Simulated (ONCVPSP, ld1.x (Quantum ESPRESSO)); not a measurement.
**Potentials for Sb compared**

Generated with ld1.x 7.5 (TM, RRKJ, ultrasoft, PAW), atompaw 4.2 or ONCVPSP 4.0.1. The cutoff is in Ry: for ld1.x and atompaw files where the sum of valence levels is converged to 10 mRy in a Bessel basis, for ONCV files where the hardest occupied wave has 1 mHa per electron of residual kinetic energy. The error is the largest all-electron minus pseudo excitation energy over each file’s own four to seven test configurations (ionisations up to +4, promotions, holes and added fractions of an electron), all of which were solved. The labels leave out finer settings (local radius, basis sizes, second energies), which also bear on the numbers. Spin-polarised tests are not counted. The rows are a selection from randomly drawn settings: files with unsolved tests, undetermined cutoffs or missed reference levels are left out.

A true bound ghost makes a file unfit for plane-wave use even where its test errors are small: the radial tests pick states by their node count and pass the ghost by.

```csv
potential,cutoff (Ry),largest error (meV),bound ghosts
"TM, LDA (PZ), fully relativistic, rc 1.40/2.25 (sp), local smoothed, core correction no, reference 5s2 5p2",45,+112,"s, p3/2, p1/2, d"
"ultrasoft, PBE, scalar-relativistic, rc 2.10/2.05/0.90 (spd), local smoothed, core correction yes, reference 4d10 5s2 5p3",140,-96,"s, p"
"TM, LDA (PZ), scalar-relativistic, rc 1.45/2.15/1.70/2.00 (spdf), local s, core correction no, reference 4d10 5s2 5p3",90,+91,none
"TM, Wu–Cohen, fully relativistic, rc 1.50/1.65/1.65 (spd), local s, core correction yes, reference 5s1 5p4",50,-10,"p3/2, p1/2, d3/2, d5/2"
```

(1) Fill in the row for Sb: ONCV, PBE, scalar-relativistic, rc 1.20/1.25/1.45 (spd), local smoothed, core correction no, reference 4s2 4p6 4d10 5s2 5p2, qcut 8.4/14/12.1, projectors 2/2/2.

(2) Fill in the row for Sb: TM, LDA (PZ), scalar-relativistic, rc 1.80/2.35/2.50 (spd), local smoothed, core correction yes, reference 5s2 5p1.

Results:

(1) cutoff 108 Ry, largest error -20 meV, bound ghosts: none.

(2) cutoff 25 Ry, largest error -234 meV, bound ghosts: none.
